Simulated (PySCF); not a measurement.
C5H7FO, SMILES C1=C[C@@](C1)(F)OC.

Geometry optimised at B3LYP-D3(BJ)/def2-SVP. The structure was generated by enumeration; whether it is a known compound was not checked. The values are those of a single conformer.

The numbers are results of TDA-PBE/def2-SVPD run with PySCF, not measurements.

Vertical excitations. Isolated molecule, no solvent.

Computed lowest excited states:
```
state  energy (eV)  λ (nm)      f                          main pairs
-----  -----------  ------  -----  ----------------------------------
S1            4.74     261  0.000                     HOMO→LUMO 100 %
S2            6.30     197  0.001                   HOMO→LUMO+1 100 %
S3            6.39     194  0.008                    HOMO−2→LUMO 94 %
S4            6.59     188  0.015  HOMO−3→LUMO 69 %, HOMO−1→LUMO 20 %
S5            6.79     183  0.003                    HOMO→LUMO+2 91 %
S6            6.88     180  0.014                  HOMO−1→LUMO+1 91 %
T1            4.29     289      0                    HOMO−1→LUMO 97 %
T2            4.61     269      0                      HOMO→LUMO 99 %
```
Triplets are in the Tamm–Dancoff approximation.
